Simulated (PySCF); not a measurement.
PySCF input file for C2H3ClN2Si, SMILES Cl[SiH]1N=CC=N1, PBE/pcSseg-1. Geometry: PBE0-D3(BJ)/def2-SVP. The structure was generated by enumeration, and PubChem lists no compound with its InChIKey, so it may never have been made.

```python
import numpy as np
from pyscf import gto, scf, dft
from pyscf.prop.nmr import rks as nmr

mol = gto.M(
    atom='''
    Cl    2.02243350   -0.40066506    0.00000000
    Si    0.25485505    0.62988826   -0.00000000
    N    -0.79649527    0.11624022    1.34654862
    C    -1.82721608   -0.35262560    0.76380197
    C    -1.82721608   -0.35262560   -0.76380196
    N    -0.79649526    0.11624021   -1.34654863
    H     0.51738598    2.08625285   -0.00000001
    H    -2.69459976   -0.74461920    1.32244715
    H    -2.69459976   -0.74461922   -1.32244713
    ''',
    basis='pcSseg-1',
    charge=0,
    spin=0,
    max_memory=1600,
    verbose=3,
)
mf = dft.RKS(mol, xc='pbe')
mf.grids.level = 3
mf.conv_tol = 1e-10
mf.max_cycle = 100
mf.kernel()
n = nmr.NMR(mf)
n.verbose = 2
n.max_cycle_cphf = 60
sigma = n.kernel()
print('atom   isotropic/ppm   span/ppm')
for i, s in enumerate(sigma):
    w = np.linalg.eigvalsh((s + s.T) / 2)
    print(f'{mol.atom_symbol(i):2s}{i + 1:3d} {w.mean():14.3f} {w[2] - w[0]:11.3f}')
```

Output:

```
converged SCF energy = -936.652355998103
atom   isotropic/ppm   span/ppm
Cl  1        927.279     157.275
Si  2        309.418     170.900
N   3       -149.570     785.237
C   4          6.318     190.882
C   5          6.318     190.881
N   6       -149.570     785.238
H   7         25.309       8.438
H   8         22.843       2.638
H   9         22.843       2.638
```

The calculation finished and met its thresholds.
